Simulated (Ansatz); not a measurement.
Born–Oppenheimer molecular dynamics of BClH6NOP (11 atoms, charge 0, multiplicity 1). It starts at the highest image of a converged band. Of that band: The profile has 2 maxima (images 5, 9) with wells between them (image 7): this band takes more than one step, which may be the mechanism or a detour left from its start path. Neighbouring images differ by up to 2.4 eV, so the band resolves the path poorly. A vibrational analysis at the climbing image gives one clearly imaginary mode, 1216i cm⁻¹: a first-order saddle point.

These are results of RKS B3LYP/cc-pVDZ (Ansatz), not measurements.

```json
{"ensemble": "NVE (velocity Verlet)", "time step": "0.5 fs", "steps asked": "200", "starting velocities drawn for": "300 K", "seed": "6141"}
```

Frames 0.5 fs apart, positions in Å.

Velocities at 85 fs (Å/ps):

```
B -4.86 -2.76 -17.47
O -5.11 -14.11 12.69
H 43.85 -19.02 24.21
N -5.09 6.37 7.31
H 1.05 -4.14 3.86
H -1.78 19.01 -82.57
Cl 4.31 0.94 1.34
P -0.51 3.08 -3.77
H 16.34 32.19 6.51
H 4.37 1.22 4.84
H 4.18 8.20 -3.53
```

```xyz
11
Properties=species:S:1:pos:R:3 time_fs=85 energy_less_start_eV=-0.929 T=1098
B 0.083 0.732 -0.433
O 0.305 -0.951 2.222
H 0.378 -1.806 1.771
N 1.051 0.031 -1.089
H 1.992 0.346 -0.971
H 1.007 -0.983 -1.326
Cl -1.706 0.208 -0.422
P 0.410 2.643 0.308
H -0.320 2.282 1.484
H 1.631 2.311 0.999
H -0.543 -0.553 2.042
11
Properties=species:S:1:pos:R:3 time_fs=85.5 energy_less_start_eV=-0.906 T=1079
B 0.080 0.731 -0.442
O 0.303 -0.958 2.229
H 0.399 -1.815 1.783
N 1.049 0.034 -1.085
H 1.994 0.345 -0.969
H 1.006 -0.972 -1.367
Cl -1.704 0.209 -0.421
P 0.410 2.644 0.306
H -0.312 2.299 1.487
H 1.633 2.312 1.001
H -0.542 -0.549 2.040
11
Properties=species:S:1:pos:R:3 time_fs=86 energy_less_start_eV=-0.881 T=1058
B 0.077 0.730 -0.450
O 0.301 -0.965 2.235
H 0.419 -1.823 1.795
N 1.046 0.037 -1.082
H 1.997 0.343 -0.967
H 1.004 -0.959 -1.408
Cl -1.702 0.209 -0.421
P 0.410 2.646 0.304
H -0.305 2.316 1.490
H 1.636 2.313 1.002
H -0.542 -0.546 2.037
11
Properties=species:S:1:pos:R:3 time_fs=86.5 energy_less_start_eV=-0.857 T=1037
B 0.074 0.730 -0.458
O 0.299 -0.972 2.242
H 0.436 -1.830 1.806
N 1.044 0.039 -1.079
H 2.001 0.342 -0.966
H 1.002 -0.941 -1.448
Cl -1.699 0.210 -0.420
P 0.409 2.647 0.302
H -0.298 2.333 1.494
H 1.638 2.313 1.003
H -0.543 -0.545 2.032
11
Properties=species:S:1:pos:R:3 time_fs=87 energy_less_start_eV=-0.835 T=1018
B 0.070 0.730 -0.466
O 0.297 -0.979 2.248
H 0.452 -1.836 1.817
N 1.042 0.041 -1.075
H 2.006 0.341 -0.965
H 0.999 -0.921 -1.487
Cl -1.697 0.210 -0.419
P 0.409 2.648 0.300
H -0.293 2.350 1.498
H 1.640 2.315 1.002
H -0.544 -0.545 2.027
11
Properties=species:S:1:pos:R:3 time_fs=87.5 energy_less_start_eV=-0.818 T=1004
B 0.066 0.731 -0.473
O 0.295 -0.986 2.255
H 0.466 -1.841 1.828
N 1.040 0.042 -1.072
H 2.010 0.340 -0.964
H 0.996 -0.898 -1.525
Cl -1.695 0.210 -0.419
P 0.409 2.649 0.298
H -0.288 2.368 1.503
H 1.642 2.316 1.001
H -0.545 -0.548 2.020
11
Properties=species:S:1:pos:R:3 time_fs=88 energy_less_start_eV=-0.808 T=995
B 0.061 0.733 -0.480
O 0.293 -0.993 2.262
H 0.477 -1.844 1.838
N 1.039 0.043 -1.070
H 2.015 0.340 -0.963
H 0.992 -0.873 -1.562
Cl -1.692 0.211 -0.418
P 0.409 2.650 0.296
H -0.284 2.386 1.508
H 1.644 2.318 0.999
H -0.545 -0.553 2.012
11
Properties=species:S:1:pos:R:3 time_fs=88.5 energy_less_start_eV=-0.806 T=994
B 0.056 0.735 -0.487
O 0.291 -0.999 2.269
H 0.486 -1.846 1.847
N 1.038 0.043 -1.067
H 2.018 0.339 -0.962
H 0.986 -0.845 -1.597
Cl -1.690 0.211 -0.418
P 0.408 2.651 0.294
H -0.281 2.404 1.513
H 1.645 2.320 0.995
H -0.544 -0.561 2.003
11
Properties=species:S:1:pos:R:3 time_fs=89 energy_less_start_eV=-0.814 T=1000
B 0.050 0.738 -0.493
O 0.290 -1.006 2.276
H 0.492 -1.848 1.856
N 1.037 0.044 -1.065
H 2.019 0.338 -0.962
H 0.981 -0.816 -1.631
Cl -1.687 0.212 -0.417
P 0.408 2.651 0.292
H -0.279 2.422 1.519
H 1.646 2.322 0.991
H -0.542 -0.572 1.994
11
Properties=species:S:1:pos:R:3 time_fs=89.5 energy_less_start_eV=-0.828 T=1013
B 0.044 0.741 -0.499
O 0.288 -1.012 2.283
H 0.497 -1.850 1.863
N 1.037 0.044 -1.063
H 2.019 0.337 -0.962
H 0.974 -0.785 -1.663
Cl -1.684 0.212 -0.416
P 0.408 2.652 0.290
H -0.278 2.440 1.524
H 1.646 2.324 0.985
H -0.539 -0.585 1.983
11
Properties=species:S:1:pos:R:3 time_fs=90 energy_less_start_eV=-0.848 T=1029
B 0.038 0.745 -0.504
O 0.287 -1.019 2.290
H 0.500 -1.851 1.868
N 1.038 0.043 -1.062
H 2.018 0.336 -0.962
H 0.967 -0.754 -1.695
Cl -1.682 0.213 -0.416
P 0.408 2.652 0.288
H -0.278 2.458 1.530
H 1.646 2.326 0.978
H -0.534 -0.601 1.972
11
Properties=species:S:1:pos:R:3 time_fs=90.5 energy_less_start_eV=-0.869 T=1047
B 0.032 0.749 -0.509
O 0.285 -1.025 2.298
H 0.501 -1.854 1.872
N 1.038 0.043 -1.060
H 2.014 0.336 -0.962
H 0.959 -0.723 -1.726
Cl -1.679 0.213 -0.415
P 0.408 2.653 0.286
H -0.278 2.476 1.535
H 1.646 2.329 0.970
H -0.529 -0.619 1.960
```

Of the whole run (100 fs, mean temperature of the second half 878 K): The conserved energy stayed within 0.12 meV per atom of its start (net change 0.058 meV per atom), so the integration is sound. The kinetic energy rose, since the run started high on the potential surface and went downhill. It ends in pieces (BClH4NP + H2O), so much of that is their flight and rotation, not heat. A run of 0.1 ps of so small a system gives no equilibrium averages. The orbitals stay closed-shell, which can raise the energy where a bond breaks towards radicals; this wasn't checked here.

Time of the run: 5.4 min on 4 threads of Arm Neoverse V2, with other jobs on the host, peak memory 0.25 GiB.
